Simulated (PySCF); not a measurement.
Computed structure and properties of [CeI3(NH3)]+

System: [CeI3(NH3)]+ (singlet); start: template (C3v). Method: PySCF 2.14.0, RKS PBE0, Ce lcecp-2-SVP with ECP46, I def2-SVP with ECP28, N def2-SVP, H def2-SVP; non-relativistic Hamiltonian with scalar-relativistic core potentials where named; density fitting; no spin-orbit coupling.

Input of the relaxation:

```python
mol = gto.M(atom='''
Ce    -0.34997     0.34997    -0.34997
I      1.32933     2.02927     1.32933
I     -2.02927    -1.32933     1.32933
I      1.32933    -1.32933    -2.02927
N     -1.77457     1.77457    -1.77457
H     -2.38777     2.38777    -1.23747
H     -1.23747     2.38777    -2.38777
H     -2.38777     1.23747    -2.38777''',
    basis={'Ce': 'lcecp-2-SVP', 'I': 'def2-SVP', 'N': 'def2-SVP', 'H': 'def2-SVP'},
    ecp={'Ce': 'lcecp-2-SVP', 'I': 'def2-SVP'},
    charge=1, spin=0)
mf = dft.RKS(mol, xc='PBE0')
mf.grids.atom_grid = (50, 194)  # f atoms: unpruned, at least (60, 302)
mf = mf.density_fit()  # fitting sets: Ce AutoAux, I def2-universal-JKFIT, N def2-universal-JKFIT, H def2-universal-JKFIT
mf.conv_tol = 1e-08; mf.max_cycle = 55
mf.kernel(dm0)  # dm0: converged density of the start geometry
# quasi-Newton relaxation in Cartesian coordinates to a largest gradient under 0.00045 Eh/bohr, steps kept in the point group
```

Run from Python with OMP_NUM_THREADS=4; the lines above give its settings. Where DIIS fails, smearing, a level shift and second-order steps follow.
It took 3.9 min on 4 threads of Intel(R) Xeon(R) Processor @ 2.50GHz (Skylake/Cascade Lake), with other jobs on the host, from the converged density of the start.

Course of the relaxation:

```tsv
step	energy above end (eV)	largest force component within the symmetry (eV/Å)
0	0.2511	0.924
1	0.0700	0.534
2	0.0095	0.100
3	0.0067	0.073
4	0.0057	0.061
5	0.0029	0.017
6	0.0024	0.019
7	0.0013	0.033
8	0.0004	0.027
9	0.0000	0.010
10	0.0000	0.002
```

Relaxed geometry (C3v):

```xyz
8

Ce   -0.2965    0.2965   -0.2965
I     1.2443    2.0459    1.2443
I    -2.0459   -1.2443    1.2443
I     1.2443   -1.2443   -2.0459
N    -1.7366    1.7366   -1.7366
H    -2.3574    2.3574   -1.2031
H    -1.2031    2.3574   -2.3574
H    -2.3574    1.2031   -2.3574
```

```tsv
contact	Å
Ce1–I2 (I)	2.794
Ce1–I3 (I)	2.794
Ce1–I4 (I)	2.794
Ce1–N5 (NH3)	2.494
```

On the finer grid (75, 302):

The HOMO is not given (4f levels lie in the core), the LUMO is not given (4f levels lie in the core) and the dipole about the centre of mass is 8.44 D. The set of Mulliken populations of Ce1 outside the core potential is s 2.31, p 6.21, d 2.42, f 0.07. The D3(BJ) dispersion energy (not in the energies) is -0.301 eV.

```tsv
atom	Mulliken (e)	Löwdin (e)	spin (e)
Ce1	0.99	-0.08	0.00
I2	-0.09	0.24	0.00
I3	-0.09	0.24	0.00
I4	-0.09	0.24	0.00
N5	-0.37	-0.05	0.00
H6	0.21	0.13	0.00
H7	0.21	0.13	0.00
H8	0.21	0.13	0.00
```

The large-core potential holds the 4f shell empty.

On the grid (50, 194), as all that follows. Harmonic modes: a minimum within the noise of the softest modes; lowest 35 cm⁻¹ (negative: unstable), highest 3546 cm⁻¹, zero-point energy 1.094 eV.

Taking off one I (charge -1, singlet; the rest: singlet) in vacuum, both parts rigid, costs 11.88 eV; the small basis without counterpoise inflates it. Most of it is the attraction of opposite charges; other ways to part are cheaper, and one spin state was tried for the rest.

Rigid scan of I along the line from its metal, all other atoms held (where the atom bridges, its other bond changes as well):

distance to I2 (Å), energy (eV) and a bar:
```
     2.49      0.771 #######
     2.59      0.300 ###
     2.69      0.066 #
     2.79      0.000 
     2.89      0.052 
     2.99      0.184 ##
     3.19      0.588 #####
     3.49      1.325 ############
     3.89      2.275 #####################
     4.39      3.232 ##############################
```

Taking off one NH3 (charge 0, singlet; the rest: singlet) in vacuum, both parts rigid, costs 2.44 eV; the small basis without counterpoise inflates it.

Rigid scan of NH3 along the line from its metal, all other atoms held (where the atom bridges, its other bond changes as well):

```json
{"distance to N5 (Å)": "2.19", "energy (eV)": "0.460"}
{"distance to N5 (Å)": "2.29", "energy (eV)": "0.177"}
{"distance to N5 (Å)": "2.39", "energy (eV)": "0.038"}
{"distance to N5 (Å)": "2.49", "energy (eV)": "0.000"}
{"distance to N5 (Å)": "2.59", "energy (eV)": "0.030"}
{"distance to N5 (Å)": "2.69", "energy (eV)": "0.104"}
{"distance to N5 (Å)": "2.89", "energy (eV)": "0.324"}
{"distance to N5 (Å)": "3.19", "energy (eV)": "0.701"}
{"distance to N5 (Å)": "3.59", "energy (eV)": "1.142"}
{"distance to N5 (Å)": "4.09", "energy (eV)": "1.542"}
```

One start shape was tried, so this needn't be the lowest isomer.
